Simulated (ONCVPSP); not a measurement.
## Which setting gave this result? (neon, ONCV)

Base potential:

Ne (Z = 10), optimised norm-conserving Vanderbilt (ONCV), made with ONCVPSP 4.0.1 (PBE, scalar-relativistic). Core [He], reference 2s2 2p6. Waves: 2s: rc 0.65 bohr, ncon 4, nbas 8, qcut 13 1/bohr, 2 projectors, debl 3.6 Ha; 2p: rc 1.60 bohr, ncon 3, nbas 8, qcut 7.5 1/bohr, 1 projector. Local part: polynomial inside 0.45 bohr (lpopt 5, dvloc0 3 Ha). Core correction: Teter function, fcfact 3, rcfact 1.3.

Cutoffs, loose and tight: the cutoffs (Ha) at which the residual kinetic energy of the hardest occupied pseudo-wave falls to 1 and 0.1 mHa per electron. They do not see the model core or the augmentation charge, which bear on the density cutoff. Test errors are all-electron minus pseudo excitation energies from the reference, over the configurations 2s2 2p5; 2s2 2p4; 2s2 2p3; 2s1 2p6; variants that change the core or the reference have their own tests.

Only the p radius is moved:

| p radius (bohr) | cutoff, loose | cutoff, tight | bound ghosts | largest test error (meV) | median size of the test errors |
| --- | --- | --- | --- | --- | --- |
| 1.14 | 124 Ha | 238 Ha | none | +1216 | 199.6 meV |
| 1.28 | 71 Ha | 143 Ha | none | +1769 | 307.5 meV |
| 1.38 | 71 Ha | 113 Ha | none | +2210 | 394.6 meV |
| 1.56 | 71 Ha | 113 Ha | none | +3048 | 557.8 meV |
| 1.68 | 71 Ha | 113 Ha | none | +3701 | 689.8 meV |
| 1.88 | 71 Ha | 113 Ha | none | +4816 | 908.9 meV |
| 1.98 | 71 Ha | 113 Ha | none | +5333 | 1016.3 meV |
| 2.36 | 71 Ha | 113 Ha | none | +7483 | 1442.2 meV |

Task: One more run gave cutoff, loose: 71 Ha; cutoff, tight: 113 Ha; bound ghosts: none; largest test error (meV): +6422; median size of the test errors: 1234.0 meV. Which value of the p radius was used?

Result: 2.18 bohr. The median size of the test errors moves one way along this sweep, from 199.6 meV at 1.14 to 1442.2 meV at 2.36 bohr, which places the run between 1.98 and 2.36 bohr.
